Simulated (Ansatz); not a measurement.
The cluster Pt₂Au was relaxed with PBE0-D4 (def2-TZVP) in Ansatz in these states: neutral doublet, neutral quartet. The geometries follow in no particular order.

In the def2 sets Au, Pt take a core potential; there is no spin–orbit coupling.

A:

```xyz
3

Pt   -0.036    0.987   -1.072
Pt    0.905   -1.131   -0.161
Au   -0.869    0.145    1.234
```

B:

Cartesian coordinates in Å:
```
Pt 0.1676 -0.2135 -1.3587
Pt 0.3881 1.3600 0.4237
Au -0.5557 -1.1465 0.9350
```

Problem. Judge from the bond lengths which geometry belongs to which state (an estimate).

Solution. A is the neutral doublet (Pt2–Au3 2.592 Å, Pt1–Pt2 2.490 Å, Pt1–Au3 2.592 Å); B is the neutral quartet (Pt2–Au3 2.727 Å, Pt1–Pt2 2.388 Å, Pt1–Au3 2.580 Å).

At PBE0-D4/def2-TZVP a doublet lies 0.66 eV below the neutral quartet. These are the stationary points nearest to one start from a short search; other shapes may lie lower in each state.
